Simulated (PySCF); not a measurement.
**Radial density of W²⁺ (tungsten, charge +2)**

TPSS, [Xe] 4f14 5d3 6s1, high-spin 5F determinant (an excited configuration). Computed with PySCF 2.14 in aug-cc-pVDZ-PP with ECP60MDF (5s5p4d2f, 54 functions), with scalar relativity through the core potential. This is the valence pseudo-density: the core potential removes the inner electrons and smooths the orbitals near the nucleus.

```
r (bohr)  4πr²ρ (e/bohr)  4πr²(ρα − ρβ)
   0.136       2.694e-05         0.0000
   0.229       0.0001562         0.0000
   0.386         0.03251         0.0030
   0.649           2.851         0.2068
    1.09           10.69         1.5007
    1.84           3.883         1.9721
    3.09          0.7176         0.6899
    5.20         0.02860         0.0286
    8.74       2.552e-05         0.0000
```

Energies and moments cover only the electrons outside the core potential. Spin-orbit coupling, absent here, splits the open shell strongly.
